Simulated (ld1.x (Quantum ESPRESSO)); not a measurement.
Before and after: TM potential for Ru (Z = 44)

ld1.x (Quantum ESPRESSO) 7.5 input, shortened:

```
&input
   title='Ru', zed=44., rel=1, dft='PBE', iswitch=3,
   config='[Kr] 4d7.5 4f-2 5s0.5 5p0'
 /
 &inputp
   pseudotype=2, tm=.true., lloc=1,
   nlcc=.true., rcore=1.45
 /
4
5S  1  0   0.50   0.00  2.85  2.85  0.0
4D  3  2   7.50   0.00  2.00  2.00  0.0
4F  4  3  -2.00   0.25  2.50  2.50  0.0
4P  2  1   6.00   0.00  1.75  1.75  0.0
 &test
   configts(1)='4p6 4d7.5 5s0.5 5p0'
 /
```

Change: wave 5s (bound): rc 2.85 bohr becomes 5s (bound): rc 4.10 bohr.

Cutoffs: the cutoffs (Ry, on a coarse ladder) from which the occupation-weighted sum of valence levels, in a spherical-Bessel basis at the reference potential, stays within 10 and 1 mRy of its value at 400 Ry; they do not see the model core or the augmentation charge, which bear on the density cutoff. Errors are all-electron minus pseudo energies relative to the spin-unpolarised reference configuration.

Task: How do hardness, ghosts and transferability respond?

Result: The potential gets neither clearly harder nor softer (45 Ry and 60 Ry → 45 Ry and 60 Ry); both files keep a bound ghost (s); of the 7 tests that both files solve, the error grows in 7 and shrinks in 0 by more than 15 % and 0.3 meV (median size 3.5 → 21.4 meV). More of the atom is replaced by a form fitted at one configuration, so other configurations suffer.

| quantity | base | changed |
| --- | --- | --- |
| cutoff, loose | 45 Ry | 45 Ry |
| cutoff, tight | 60 Ry | 60 Ry |
| bound ghosts | s | s |
| error for 4p6 4d7 5s1 5p0, meV [ΔE 0.32 eV] | -2.9 | +14 |
| error for 4p6 4d7 5s0 5p0, meV [ΔE 7.61 eV] | -0.9 | -21 |
| error for 4p6 4d6 5s0 5p0, meV [ΔE 25.80 eV] | +8.3 | -69 |
| error for 4p6 4d6 5s1 5p0, meV [ΔE 10.43 eV] | -12 | +111 |
| error for 4p6 4d4 5s0 5p0, meV [ΔE 100.93 eV] | +43 | -202 |
| error for 4p6 4d8 5s0 5p0, meV [ΔE -0.02 eV] | -3.5 | +9.0 |
| error for 4p6 4d7 5s0.5 5p0, meV [ΔE 3.18 eV] | +0.5 | +4.6 |

Base: These tests converged, but a pseudo level misses the all-electron one widely, so the file describes the atom poorly there or has found another state: 4p6 4d4 5s0 5p0: empty 5s by 8.7 eV (a node warning on the way). Changed file: These tests converged, but a pseudo level misses the all-electron one widely, so the file describes the atom poorly there or has found another state: 4p6 4d4 5s0 5p0: empty 5s by 10.1 eV (a node warning on the way). A true bound ghost makes a file unfit for plane-wave use even where its test errors are small: the radial tests pick states by their node count and pass the ghost by.
